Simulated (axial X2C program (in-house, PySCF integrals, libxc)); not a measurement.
**Spin–orbit effects along a row: molecules with Na (ions), HF**

All values come from calculations with an in-house relativistic program for diatomic molecules, spin-free (one-electron X2C) or two-component (2c: spin–orbit coupling with atomic mean-field Coulomb and Gaunt terms, which also bring small scalar terms), in Dyall basis sets with cores contracted in-house; open shells are unrestricted.

Basis sets: B dyall-v3z, Be dyall-cv3z, F dyall-av3z, Li dyall-cv3z, N dyall-av3z, Na dyall-cv3z, O dyall-av3z.

```tsv
molecule	spin-free state	Re (Å)	ωe (cm⁻¹)	De (eV)	2c state	Re 2c (Å)	ωe 2c (cm⁻¹)	De 2c (eV)
LiNa⁺	M_S = 1/2, Λ = 0	3.440	186.4	0.93	Ω = 1/2	3.440	186.4	0.93
NaBe⁺	M_S = 0, Λ = 0	3.049	190.5	0.38	Ω = 0	3.049	190.5	0.38
NaB⁺	M_S = 1/2, Λ = 0	2.875	211.4	0.55	Ω = 1/2	2.876	211.4	0.55
NaN⁺	M_S = 3/2, Λ = 0	2.690	130.8	0.11	Ω = 3/2	2.691	130.8	0.11
NaO⁺	M_S = 1, Λ = 0	2.512	183.7	0.27	Ω = 1	2.512	183.7	0.27
NaF⁺	M_S = 1/2, Λ = 1	2.479	140.7	0.03	Ω = 3/2	2.479	140.7	0.03
```

Task: Work out the shifts from the spin-free to the two-component result.

Result: 

```tsv
molecule	2c state	ΔRe (Å)	Δωe (cm⁻¹)	ΔDe (eV)
LiNa⁺	Ω = 1/2	0.000	0.0	0.00
NaBe⁺	Ω = 0	0.000	0.0	0.00
NaB⁺	Ω = 1/2	0.001	0.0	0.00
NaN⁺	Ω = 3/2	0.001	0.0	0.00
NaO⁺	Ω = 1	0.000	0.0	0.00
NaF⁺	Ω = 3/2	0.000	0.0	0.00
```

Shifts of one unit in the last digit are rounding.

Fragments in 2c: Na+ + Li, Na+ + Be, Na+ + B, Na+ + N, Na+ + O, Na+ + F. Each entry is the lowest single determinant of a limited PBE0 search at one distance. De goes to single-determinant-based atoms at the same level (for ions the charge split of lowest energy) and is withheld (n/a) where an atom does not fit its ground term or J level. Main or longest-lived isotopes. One determinant is a doubtful description, or other states lie close, for NaN⁺, NaO⁺, NaF⁺; these need not be ground states, and all values refer to the states named. Some open-shell Ω = 0 determinants are out of reach, so the Ω given for NaO⁺ need not be the lowest component. With several unpaired electrons the Ω given is that of one determinant, not necessarily of the lowest component. Some light 2c atoms are not at their ground J level, so De misses part of their lowering (0.04 eV or less).
